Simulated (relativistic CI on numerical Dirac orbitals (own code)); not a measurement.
## Hyperfine structure of La XLVIII, mass number 139

Computed by Dirac-Coulomb-Breit CI, separate exchange-only KLI orbitals for each configuration, a model potential for QED, unscaled Slater integrals (own radial code, finite nucleus).

Configurations in the expansion (outside the closed core 1s2): 2s²2p⁶, 2s²2p⁵3s, 2s²2p⁵3p, 2s²2p⁵3d, 2s2p⁶3s, 2s2p⁶3p, 2s2p⁶3d, 2s²2p⁵4s, 2s²2p⁵4p, 2s²2p⁵4d, 2s²2p⁵4f, 2s2p⁶4s, 2s²2p⁴3s², 2s2p⁶4p, 2s2p⁶4d, 2s2p⁶4f. Levels of other configurations are missing.

Nuclear spin I = 7/2, μ = 2.7791 μN, Q = 0.206 b (tables of Stone and Pyykkö). The electronic factors are computed for point nuclear moments, without core polarisation or the Bohr-Weisskopf and QED corrections.

```csv
Level,E (eV),A (GHz),B (GHz)
2s²2p⁵3s ³P°2,4742.73,606.9,-137
2s²2p⁵3s ¹P°1,4748.73,-57.98,-66.2
2s²2p⁵3p ³D2,4845.36,332.7,-136
2s²2p⁵3p ³D3,4955.59,174.2,-99
2s²2p⁵3p ¹P1,4955.65,178.8,36.7
2s²2p⁵3p ³P2,4964.58,173.9,-0.538
2s²2p⁵3d ³P°1,5076.39,130.4,45.5
2s²2p⁵3d ³F°3,5079.76,156.8,-130
```

Levels with J = 0, under 50 % of one LS term, or S terms without an open s electron are left out. Small factors come from cancelling terms and can be off by tens of per cent or more.

At this charge energies of transitions that change n are usually good to better than 1 %, and those within a shell (Δn = 0) to a few per cent.

Q: Give the hyperfine levels of 2s²2p⁵3s ³P°2 relative to its centre of gravity.

A: With K = F(F + 1) − I(I + 1) − J(J + 1), E = AK/2 + B[¾K(K + 1) − I(I + 1)J(J + 1)]/[2I(2I − 1)J(2J − 1)]: F = 3/2: -5535, F = 5/2: -3957, F = 7/2: -1782, F = 9/2: 956.7, F = 11/2: 4214 GHz.

LS names give the leading component of a level, which can be under half, so a name can repeat, a term be missing and a line seem to break the LS rules.
